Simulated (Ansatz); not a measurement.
The same path of BrF2H3O2Zr (9 atoms, charge 0, multiplicity 1) was run twice with different band settings. Lost on the way: Br8–H9. Made: Zr1–Br8, O2–H9.

Level of theory: Ansatz 0.2.0, RKS PBE/def2-SVP.

Relaxed end points:

```xyz
9
Properties=species:S:1:pos:R:3
Zr -0.117 -0.102 -0.044
O -0.179 -0.248 1.943
H -0.629 0.139 2.712
F 1.626 0.372 -0.692
O -1.273 1.351 -0.490
H -1.833 2.055 -0.844
F -0.846 -1.649 -0.915
Br 1.794 -2.611 1.608
H 0.887 -1.567 2.147
```

```xyz
9
Properties=species:S:1:pos:R:3
Zr 0.223 -0.516 -0.164
O 0.512 0.164 2.109
H -0.330 0.638 2.282
F 1.846 0.426 -0.546
O -1.329 0.609 0.277
H -2.066 0.908 -0.283
F -0.335 -1.045 -1.919
Br 0.404 -2.820 0.981
H 0.506 -0.626 2.689
```

Common settings: movable images 5; climbing image yes; optimiser quadratic models (default); start path through a guess of the saddle point; force threshold 0.05 eV/Å; iteration limit 60; end points relaxed.

| run | spring |
| --- | --- |
| 1 | 5.0 eV/Å² |
| 2 | 2.0 to 10.0 eV/Å², energy-weighted |

(1) What does each run give, and how far can it be trusted?

## Answers

(1) Run 1: converged after 19 iterations, highest image 0.000 eV above the first end. The highest image is an end point: on this band no image between the ends rises above it.
Run 2: converged after 24 iterations, highest image 0.000 eV above the first end. The highest image is an end point: on this band no image between the ends rises above it.
The orbitals stay closed-shell, which can raise the energy where a bond breaks towards radicals; this wasn't checked here.
